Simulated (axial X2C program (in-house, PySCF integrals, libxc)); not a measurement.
## Cl or Br: which binds elements of chip processing more strongly?

Calculated with an in-house all-electron X2C program for linear molecules (integrals from PySCF), spin-free (one-electron X2C) or two-component (2c: spin–orbit coupling with atomic mean-field Coulomb and Gaunt terms, which also bring small scalar terms), in Dyall basis sets with cores contracted in-house; open shells are unrestricted.

Level CCSD(T), spin-free. Dyall triple-zeta sets: BCl v3z/av3z; BBr v3z/cv3z; AlCl v3z/av3z; AlBr v3z/cv3z; SiCl v3z/av3z; SiBr v3z/cv3z; TiCl cv3z/av3z; TiBr cv3z/cv3z; GaCl cv3z/av3z; GaBr cv3z/cv3z; GeCl cv3z/av3z; GeBr cv3z/cv3z; ZrCl cv3z/av3z; ZrBr cv3z/cv3z. Frozen shells (counts by l): BCl Cl 2s1p, B 1s, 10 electrons correlated; BBr Br 3s2p1d, B 1s, 10 electrons correlated; AlCl Cl 2s1p, Al 2s1p, 10 electrons correlated; AlBr Br 3s2p1d, Al 2s1p, 10 electrons correlated; SiCl Cl 2s1p, Si 2s1p, 11 electrons correlated; SiBr Br 3s2p1d, Si 2s1p, 11 electrons correlated; TiCl Ti 3s2p, Cl 2s1p, 11 electrons correlated; TiBr Br 3s2p1d, Ti 3s2p, 11 electrons correlated; GaCl Ga 3s2p1d, Cl 2s1p, 10 electrons correlated; GaBr Br 3s2p1d, Ga 3s2p1d, 10 electrons correlated; GeCl Ge 3s2p1d, Cl 2s1p, 11 electrons correlated; GeBr Br 3s2p1d, Ge 3s2p1d, 11 electrons correlated; ZrCl Zr 4s3p1d, Cl 2s1p, 11 electrons correlated; ZrBr Zr 4s3p1d, Br 3s2p1d, 11 electrons correlated. Coupled cluster in natural virtuals with an MP2 remainder. Where the outer core of a metal is frozen, bonds come out longer and ionisation energies lower.

Diatomic bonds are a first guide to the radicals met in plasma etching, cleaning and deposition, though surfaces and higher halides or oxides behave in their own way.

```csv
element M,state of MCl,Re MCl (Å),D0 MCl (eV),state of MBr,Re MBr (Å),D0 MBr (eV)
B,"M_S = 0, Λ = 0",1.726,5.12,"M_S = 0, Λ = 0",1.893,4.37
Al,"M_S = 0, Λ = 0",2.158,5.06,"M_S = 0, Λ = 0",2.316,4.45
Si,"M_S = 1/2, Λ = 1",2.089,4.15,"M_S = 1/2, Λ = 1",2.242,3.59
Ti,"M_S = 3/2, Λ = 3",2.309,4.06,"M_S = 3/2, Λ = 3",2.458,3.52
Ga,"M_S = 0, Λ = 0",2.235,4.72,"M_S = 0, Λ = 0",2.380,4.20
Ge,"M_S = 1/2, Λ = 1",2.193,3.88,"M_S = 1/2, Λ = 1",2.337,3.39
Zr,"M_S = 3/2, Λ = 0",2.373,4.38,"M_S = 3/2, Λ = 0",2.523,3.81
```

(1) Work out the energy at 0 K of MCl + Br → MBr + Cl for each element.

(2) For which element is the exchange to Br most and for which least favourable, and what is the energy of GeCl + BBr → GeBr + BCl?

Each entry is the lowest single determinant of a limited PBE0 search at one distance. D0 = De minus the zero-point energy; De goes to single-determinant-based atoms at the same level (for ions the charge split of lowest energy) and is withheld (n/a) where an atom does not fit its ground term or J level. Main or longest-lived isotopes. One determinant is a doubtful description, or other states lie close, for TiCl, TiBr, ZrCl, ZrBr; these need not be ground states, and all values refer to the states named. Spin-free values lack the spin–orbit lowering of the atoms, a third of the ²P splitting for halogens (0.036 eV for Cl, 0.152 eV for Br from NIST levels). These D0 were not checked against measured values; triple-zeta sets, frozen cores and single determinants leave errors of some tenths of an eV, more for transition metals.

Answers

(1) ΔE = D0(MCl) − D0(MBr) at CCSD(T), spin-free: B 0.75, Al 0.61, Si 0.56, Ti 0.54, Ga 0.52, Ge 0.49, Zr 0.57 eV (negative: the exchange gives off energy).

(2) Ge most (0.49 eV; too close to rank against Al, Si, Ti, Ga, Zr), B least (0.75 eV; too close to rank against Al). The atoms cancel in the double exchange: ΔE = 0.49 − (0.75) = -0.26 eV, a figure less sensitive to errors in the atoms than D0 itself.
